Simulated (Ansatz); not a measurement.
Reaction (redistribution): `[CH3][GeH]([NH2])[CH]=O` + `N[SiH](O)CCl` → `[CH3][GeH]([NH2])[OH]` + `N[SiH](C=O)CCl`

Computed with Ansatz on PBE0-D4/def2-TZVP structures; ΔE is electronic, products minus reactants. CBS: MP2 limit from def2 TZ/QZ plus the TZ coupled-cluster correction, frozen cores. Functionals use def2-TZVPP. For Ge outer-core shells are correlated without core-valence functions, which leaves a few kJ/mol of doubt a bond. Scalar relativity is left out up to krypton. Each species was taken in one conformer, which may not be the lowest.

```csv
level,ΔE (kJ/mol)
r2SCAN-D4,64.7
PBE,61.3
SCS-MP2/def2-TZVPP,62.8
MP2/def2-QZVPP,63.9
```

Problem. What does CCSD(T)/CBS give? (Best estimate.)

Solution. The calculation gave: +62.9 kJ/mol. The listed levels differ from it by 1.8, -1.6, -0.1, 1.0 kJ/mol.

Largest T1 diagnostic among the species: 0.013.
